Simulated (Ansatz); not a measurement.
`N#C[SiH3]` + `C[O][GeH3]` → `C[O][GeH2][C]#N` + SiH₄ at 700 K and 1 bar (formal exchange of groups at a C–Si bond).

Gas-phase electronic energies from Ansatz, PBE0-D4/def2-TZVP geometries. CBS: MP2 limit from def2 TZ/QZ plus the TZ coupled-cluster correction, frozen cores. This one scheme is used for every species. For Ge outer-core shells are correlated without core-valence functions, which leaves a few kJ/mol of doubt a bond. Scalar relativity is left out up to krypton. Each species was taken in one conformer, which may not be the lowest.

```tsv
species	CCSD(T)/CBS energy (Eh)	H − E (kJ/mol)	S (J/(mol·K))
`N#C[SiH3]`	-383.61554	133.4	333.7
`C[O][GeH3]`	-2192.93708	231.6	399.1
`C[O][GeH2][C]#N`	-2285.08390	249.6	473.0
SiH₄	-291.46306	115.5	252.9
```

H − E and S are ideal-gas, rigid-rotor, harmonic terms from PBE0-D4/def2-TZVP, for one conformer and one mirror image of each species. 1 Eh = 2625.50 kJ/mol, R = 8.31446 J/(mol·K).

Task: By hand: ΔE, ΔH, ΔS and ΔG.

Result: ΔE = (-2285.08390) + (-291.46306) − (-383.61554) − (-2192.93708) = 0.00566 Eh = 14.9 kJ/mol. Δ(H − E) = 249.6 + 115.5 − 133.4 − 231.6 = 0.1, so ΔH = 15.0 kJ/mol. ΔS = 473.0 + 252.9 − 333.7 − 399.1 = -6.9 J/(mol·K). ΔG = 15.0 − 700 × (-6.9)/1000 = 19.8 kJ/mol.

Task: By hand: the equilibrium constant, and the temperature at which ΔG would vanish if ΔH and ΔS stayed fixed.

Result: log₁₀ K = −ΔG/(RT ln 10) = -1.5. ΔH and −TΔS have one sign here, so there is no such temperature.

The number of gas molecules stays the same, so ΔS is small and ΔH decides. A doubt of 5 kJ/mol in ΔE shifts log₁₀ K by 0.4 here. Other conformers and mirror images would add mixing entropy, several J/(mol·K) or more a flexible species. Modes under 60 cm⁻¹, often nearly free rotors, make the harmonic entropy too high. These are equilibria of isolated gas molecules and say nothing of rates. Largest T1 diagnostic: 0.013 (customary marks: 0.02 for closed shells, 0.045 for open ones).

ΔS is within the doubt of such terms, so its sign, and with it that verdict, could turn.
